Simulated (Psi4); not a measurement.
H₃ClF₂Si₂, singlet, at a GFN2-xTB geometry, atoms displaced at random by about 0.08 Å a coordinate; TPSS/STO-3G, gradient (Psi4).

Psi4 was given this input:
```
memory 2 GB

molecule mol {
0 1
F    -0.670671    1.546830    0.681682
Si   -0.154597    0.198843    0.169706
F    -0.729785   -0.743374    1.416653
Si    2.017713   -0.048918    0.122690
Cl   -1.533709   -0.370103   -1.316926
H     2.479435   -1.292927   -0.263760
H     2.597616    0.745231   -1.046684
H     2.682395    0.428346    1.432803
symmetry c1
no_reorient
no_com
}

set {
  basis sto-3g
  reference rks
}

gradient('tpss')
print_variables()
```

Output, abridged:

```
gradient() will perform analytic gradient computation.

   => Loading Basis Set <=

    Name: STO-3G
    Role: ORBITAL
    Keyword: BASIS

         ---------------------------------------------------------
                                   SCF
               by Justin Turney, Rob Parrish, Andy Simmonett
                          and Daniel G. A. Smith
                              RKS Reference
         ---------------------------------------------------------

  ==> Geometry <==

    Molecular point group: c1
    Full point group: C1

    Geometry (in Angstrom), charge = 0, multiplicity = 1:

       Center              X                  Y                   Z               Mass
    ------------   -----------------  -----------------  -----------------  -----------------
         F           -0.670671000000     1.546830000000     0.681682000000    18.998403162730
         SI          -0.154597000000     0.198843000000     0.169706000000    27.976926534650
         F           -0.729785000000    -0.743374000000     1.416653000000    18.998403162730
         SI           2.017713000000    -0.048918000000     0.122690000000    27.976926534650
         CL          -1.533709000000    -0.370103000000    -1.316926000000    34.968852682000
         H            2.479435000000    -1.292927000000    -0.263760000000     1.007825032230
         H            2.597616000000     0.745231000000    -1.046684000000     1.007825032230
         H            2.682395000000     0.428346000000     1.432803000000     1.007825032230

  Running in c1 symmetry.

  Rotational constants: A =      0.10630  B =      0.05416  C =      0.04756 [cm^-1]
  Rotational constants: A =   3186.91308  B =   1623.58293  C =   1425.78018 [MHz]
  Nuclear repulsion =  376.105876715344266

  Charge       = 0
  Multiplicity = 1
  Electrons    = 66
  Nalpha       = 33
  Nbeta        = 33

  ==> Algorithm <==

  SCF Algorithm Type is DF.
  DIIS enabled.
  MOM disabled.
  Fractional occupation disabled.
  Guess Type is SAD.
  Energy threshold   = 1.00e-08
  Density threshold  = 1.00e-08
  Integral threshold = 1.00e-12

  ==> Primary Basis <==

  Basis Set: STO-3G
    Blend: STO-3G
    Number of shells: 24
    Number of basis functions: 40
    Number of Cartesian functions: 40
    Spherical Harmonics?: true
    Max angular momentum: 1

  ==> DFT Potential <==

   => LibXC <=

    Version 7.1.2
[...]
  @DF-RKS Final Energy: -1226.20129530899590
    Total Energy =                      -1226.2012953089958955
[...]

  Basis Set: (STO-3G AUX)
    Blend: DEF2-UNIVERSAL-JKFIT
    Number of shells: 182
    Number of basis functions: 592
    Number of Cartesian functions: 711
    Spherical Harmonics?: true
    Max angular momentum: 4

  ==> DFT Potential <==

   => LibXC <=

    Version 7.1.2
    S. Lehtola, C. Steigemann, M. J. T. Oliveira, and M. A. L. Marques,  SoftwareX 7, 1–5 (2018) (10.1016/j.softx.2017.11.002)

   => Composite Functional: TPSS <=

    TPSS Meta-GGA XC Functional

    J. Tao, et al., Phys. Rev. Lett., 91, 146401, 2003

    Deriv               =              1
    GGA                 =           TRUE
    Meta                =           TRUE

    Exchange Hybrid     =          FALSE
    MP2 Hybrid          =          FALSE

   => Exchange Functionals <=

    1.0000   XC_MGGA_X_TPSS

   => Correlation Functionals <=

    1.0000   XC_MGGA_C_TPSS

   => LibXC Density Thresholds  <==

    XC_MGGA_C_TPSS:  1.00E-15
    XC_MGGA_X_TPSS:  1.00E-15

   => Molecular Quadrature <=

    Radial Scheme          =       TREUTLER
    Pruning Scheme         =           NONE
    Nuclear Scheme         =       TREUTLER

    Blocking Scheme        =         OCTREE
    BS radius alpha        =              1
    Pruning alpha          =              1
    Radial Points          =             75
    Spherical Points       =            302
    Total Points           =         168298
    Total Blocks           =           1317
    Max Points             =            256
    Max Functions          =             36
    Weights Tolerance      =       1.00E-15

  -Total Gradient:
     Atom            X                  Y                   Z
    ------   -----------------  -----------------  -----------------
       1        0.025697210887    -0.098403746086    -0.022760429711
       2        0.012217116953     0.090581024531    -0.018216138704
       3       -0.007609771744     0.004453477387     0.002832173397
       4       -0.061716475659    -0.061806719799     0.011999511578
       5        0.003133822328     0.003716023252     0.024466919380
       6       -0.005324952624     0.039326883539    -0.000764606977
       7        0.013817587454     0.008714147400    -0.030026584849
       8        0.019705939239     0.013508418006     0.033065922695

  Variable Map:
  ----------------------------------------------------------------------------
[...]
  Array Variable Map:
  ----------------------------------------------------------------------------
[...]
[...]
```
